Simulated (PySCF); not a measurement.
Compound: C₅H₆O₂.
SMILES: `COC1=COC=C1`

Torsions of this conformer, `[CH3:1][O:2][c:3]1[cH:4][cH:5][o:6][cH:7]1`: C1–O2–C3–C4 -179°.

The closed-shell ground state was solved at several levels (PySCF, density fitting, gas phase, non-relativistic). Geometry: PBE0-D3(BJ)/def2-TZVP, one conformer, isolated molecule.

| level | basis functions | total energy (Eh) | HOMO (eV) | LUMO (eV) | gap (eV) | dipole (D) |
| --- | --- | --- | --- | --- | --- | --- |
| PBE0/pcSseg-2 | 336 | -344.2840 | -6.29 | 0.36 | 6.65 | 0.98 |
| KT3/pcSseg-2 | 336 | -349.8344 | -5.19 | -0.54 | 4.65 | 0.98 |
| wB97X-D/pcSseg-2 | 336 | -344.5574 | -8.10 | 2.15 | 10.25 | 0.98 |

(1) What might B97-2/pcSseg-2 (336 basis functions) give for the same quantities?

(2) Over all these levels, which gives the widest orbital gap and which the narrowest?

(3) In the pcSseg-2 basis, how does the gap go with the fixed share of exact exchange?

(4) How far do the dipole and the HOMO energy spread over the levels?

Results:

(1) Total energy -344.5494 Eh, HOMO -6.03 eV, LUMO 0.31 eV, gap 6.34 eV, dipole 0.99 D.

(2) wB97X-D/pcSseg-2 (range-separated hybrid) has the widest, 10.25 eV, and KT3/pcSseg-2 (GGA) the narrowest, 4.65 eV. From the narrowest to the widest the HOMO moves by -2.91 eV and the LUMO by +2.69 eV.

(3) KT3 (0 %) 4.65 eV; B97-2 (21 %) 6.34 eV; PBE0 (25 %) 6.65 eV. Each rise in the share widens the gap here.

(4) The dipole runs from 0.98 to 0.99 D (mean 0.98 D) and the HOMO from -8.10 to -5.19 eV.

wB97X-D is run here without its empirical dispersion term; that term would change no orbital, density or response property at a fixed geometry.
